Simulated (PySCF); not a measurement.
Spin-rotation constants: SMILES OC[C@H]1CCC1(F)F, C₅H₈F₂O

Molfile (atoms numbered from 1):
```
C5H8F2O
     RDKit          3D

 16 16  0  0  0  0  0  0  0  0999 V2000
   -2.4952   -0.2885   -0.7226 O   0  0  0  0  0  0  0  0  0  0  0  0
   -1.5337    0.5705   -0.1761 C   0  0  0  0  0  0  0  0  0  0  0  0
   -0.1098    0.2191   -0.6138 C   0  0  1  0  0  0  0  0  0  0  0  0
    1.0157    1.0217    0.0727 C   0  0  0  0  0  0  0  0  0  0  0  0
    1.5404   -0.2631    0.7422 C   0  0  0  0  0  0  0  0  0  0  0  0
    0.4629   -1.0628    0.0135 C   0  0  0  0  0  0  0  0  0  0  0  0
   -0.3901   -1.7646    0.8126 F   0  0  0  0  0  0  0  0  0  0  0  0
    0.9296   -1.9751   -0.8778 F   0  0  0  0  0  0  0  0  0  0  0  0
   -2.3504   -1.1791   -0.3801 H   0  0  0  0  0  0  0  0  0  0  0  0
   -1.5871    0.5747    0.9222 H   0  0  0  0  0  0  0  0  0  0  0  0
   -1.7802    1.5706   -0.5420 H   0  0  0  0  0  0  0  0  0  0  0  0
   -0.0594    0.1919   -1.7030 H   0  0  0  0  0  0  0  0  0  0  0  0
    1.7175    1.4790   -0.6188 H   0  0  0  0  0  0  0  0  0  0  0  0
    0.6535    1.7749    0.7679 H   0  0  0  0  0  0  0  0  0  0  0  0
    1.4292   -0.3000    1.8229 H   0  0  0  0  0  0  0  0  0  0  0  0
    2.5494   -0.5602    0.4688 H   0  0  0  0  0  0  0  0  0  0  0  0
  1  2  1  0
  2  3  1  0
  3  4  1  0
  4  5  1  0
  5  6  1  0
  6  7  1  0
  6  8  1  0
  6  3  1  0
  1  9  1  0
  2 10  1  0
  2 11  1  0
  3 12  1  6
  4 13  1  0
  4 14  1  0
  5 15  1  0
  5 16  1  0
M  END
```

Computed, not measured: GIAO BP86/ANO-RCC-VDZP magnetisability, rotational g tensor and spin-rotation constants, non-relativistic, gas phase in PySCF 2.14.0. Geometry: GFN2-xTB.

(1) Give the nuclear spin-rotation constants along the inertial axes (H = +C I·J) beside the isotropic shieldings.

Answers

(1) Rotational constants 2.7724, 1.8380, 1.4123 GHz. A star marks the isotopologue with that one atom substituted, in its own axes.
| atom | isotope | Caa (kHz) | Cbb (kHz) | Ccc (kHz) | mean (kHz) | σ (ppm) |
| --- | --- | --- | --- | --- | --- | --- |
| F7 | 19F | 3.858 | 1.298 | 1.517 | 2.225 | 287.8 |
| F8 | 19F | 4.158 | 1.494 | 1.763 | 2.472 | 265.3 |
| H9 | 1H | -0.265 | -0.036 | -0.163 | -0.154 | 30.2 |
| H10 | 1H | -0.253 | -0.207 | 0.087 | -0.124 | 27.5 |
| H11 | 1H | -0.145 | -0.017 | -0.127 | -0.096 | 27.9 |
| H12 | 1H | -0.302 | -0.220 | 0.085 | -0.146 | 28.7 |
| H13 | 1H | -0.264 | -0.111 | -0.052 | -0.142 | 30.1 |
| H14 | 1H | -0.265 | -0.090 | -0.086 | -0.147 | 30.8 |
| H15 | 1H | -0.312 | -0.217 | 0.070 | -0.153 | 29.2 |
| H16 | 1H | 0.087 | -0.217 | -0.132 | -0.087 | 29.2 |
| O1 | 17O* | -0.242 | -0.157 | -0.136 | -0.178 | 287.2 |
| C2 | 13C* | 0.619 | 0.348 | 0.344 | 0.437 | 117.5 |
| C3 | 13C* | 0.552 | 0.332 | 0.303 | 0.396 | 132.3 |
| C4 | 13C* | 0.308 | 0.303 | 0.163 | 0.258 | 176.2 |
| C5 | 13C* | 0.499 | 0.251 | 0.257 | 0.336 | 152.7 |
| C6 | 13C* | 0.852 | 0.671 | 0.385 | 0.636 | 53.6 |

For the geometry as given, no vibrational averaging.
